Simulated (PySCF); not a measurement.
**Pb2(OH)4: from a saddle point downhill**

PySCF 2.14.0, RKS PBE, Pb def2-SVP with ECP60, O def2-SVP, H def2-SVP; non-relativistic Hamiltonian with scalar-relativistic core potentials where named; density fitting; no spin-orbit coupling. Relaxed within the symmetry of its start, the geometry (C2v) is

```xyz
10

Pb   -0.1361    0.0000    1.9887
Pb   -0.1361    0.0000   -1.9887
O     1.0192    0.0000    0.0000
H     1.9946    0.0000    0.0000
O    -1.5024    0.0000    0.0000
H    -2.4788    0.0000    0.0000
O     1.8593    0.0000    2.8822
H     2.6615    0.0000    2.3247
O     1.8593    0.0000   -2.8822
H     2.6615    0.0000   -2.3247
```

and its lowest harmonic modes are -152, -66, -29, 91, 105, 116 cm⁻¹ (negative: unstable). It was moved along the lowest mode and relaxed again, within the group Cs that the move left.

Q: Where does it end, and how much lower?

A: In Cs, 1.306 eV lower, after 30 steps:
```xyz
10

Pb    0.0127    0.6432    1.8621
Pb    0.0127    0.6432   -1.8621
O     0.9587    1.6717    0.0000
H     1.9126    1.4446    0.0000
O    -0.7797   -0.5041    0.0000
H    -1.6094   -1.0172    0.0000
O     1.7349   -0.6065    2.1462
H     1.9122   -1.1268    1.3375
O     1.7349   -0.6065   -2.1462
H     1.9122   -1.1268   -1.3375
```

Q: How do the contacts change?

A: 
| contact | saddle (Å) | end (Å) |
| --- | --- | --- |
| Pb1–O3 (OH) | 2.300 | 2.328 |
| Pb1–O5 (OH) | 2.413 | 2.326 |
| Pb1–O7 (OH) | 2.186 | 2.147 |
| Pb2–O9 (OH) | 2.186 | 2.147 |


Q: Is the end a minimum?

A: No, 1 of the modes stay unstable (below −25 cm⁻¹); lowest modes -72, 45, 75, 76, 123, 141 cm⁻¹.

State: singlet.
